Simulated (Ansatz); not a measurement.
Reaction (formal exchange of groups at a C–Sb bond): `C[CH](S)[SbH2]` + `[F][ZnH]` → `C[CH](S)[Zn][F]` + `[SbH3]`

Isolated molecules relaxed with PBE0-D4/def2-TZVP in Ansatz; ΔE leaves out vibrations. CBS: MP2 limit from def2 TZ/QZ plus the TZ coupled-cluster correction, frozen cores. DFT in def2-TZVPP. def2 core potentials past Kr. For Sb, Zn outer-core shells are correlated without core-valence functions, which leaves a few kJ/mol of doubt a bond. Scalar relativity is left out up to krypton. One conformer a species, not always the lowest.

`C[CH](S)[SbH2]`:

Z-matrix (Å, degrees):
```
C
C 1 1.516
H 1 1.093 2 111.2
H 1 1.095 2 111.0 3 -120.3
H 1 1.092 2 110.4 3 119.7
S 2 1.817 1 108.0 3 60.9
Sb 2 2.182 1 113.9 3 -60.4
H 2 1.092 1 110.0 3 179.3
H 6 1.343 2 97.8 1 178.5
H 7 1.708 2 92.5 1 42.0
H 7 1.717 2 94.5 1 -49.7
```

`[F][ZnH]`:

Z-matrix (Å, degrees):
```
Zn
F 1 1.750
H 1 1.507 2 180.0
```

`C[CH](S)[Zn][F]`:

```xyz
10

C    -1.166   -0.164   -0.658
C     0.190   -0.362    0.005
S    -0.119   -0.615    1.792
Zn    1.387    1.146   -0.171
F     2.477    2.517   -0.253
H    -1.683    0.723   -0.283
H    -1.056   -0.054   -1.739
H    -1.818   -1.025   -0.474
H     0.650   -1.270   -0.386
H     1.139   -0.896    2.167
```

`[SbH3]`:

Z-matrix (Å, degrees):
```
Sb
H 1 1.707
H 1 1.707 2 91.4
H 1 1.707 2 91.4 3 91.4
```

```csv
species,B2PLYP energy (Eh)
`C[CH](S)[SbH2]`,-718.47158
`[F][ZnH]`,-1879.57443
`C[CH](S)[Zn][F]`,-2356.23209
`[SbH3]`,-241.81381
```

(1) Work out ΔE.

Largest T1 diagnostic among the species: 0.018.

Answers

(1) ΔE = (-2356.23209) + (-241.81381) − (-718.47158) − (-1879.57443) = 0.00011 Eh = +0.1 kcal/mol. CCSD(T)/CBS gives +1.8 kcal/mol.

The D4 term adds +2.2 kcal/mol with B3LYP and +1.2 kcal/mol with PBE0; it sums over pairs of atoms, weighted by their polarisabilities, and B3LYP, whose exchange is more repulsive, gets the larger term. In def2-TZVPP, CCSD(T) changes the Hartree–Fock value by +0.9 kcal/mol (the triples alone add +0.3 kcal/mol) and MP2 by +2.0 kcal/mol.

B3LYP here is the variant with VWN-RPA as its local correlation; programs differ in this.
